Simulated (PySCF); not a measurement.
## Ionisation energy of Al+ by level of theory

Al+ [Ne] 3s2 (1S) → Al(2+) [Ne] 3s1 (2S), as a difference of total energies. Computed with PySCF 2.14 in aug-cc-pVTZ-DK, with the spin-free X2C one-electron Hamiltonian (Gaussian nucleus). Correlated levels: valence: [Ne] frozen. The calculations carry no spin-orbit coupling.

```csv
method,ionisation energy (eV)
UHF,17.551
LDA,18.915
PBE,18.783
PBE0,18.679
r2SCAN,18.399
revPBE,18.700
B3LYP,18.934
MP2 (valence),18.307
SCS-MP2 (valence),18.458
```

Problem. Estimate what CAM-B3LYP gives.

Solution. 18.932 eV, closest to B3LYP among the rows shown.

Problem. Estimate what M06-2X gives.

Solution. 19.024 eV, closest to B3LYP among the rows shown.

Errors of the correlated levels include the incompleteness of this basis and the frozen core.

MP2 underrates the near-degeneracy of ns² with np² in the lower species.

For comparison: 18.829 eV (measured; NIST Atomic Spectra Database, ionization energies).
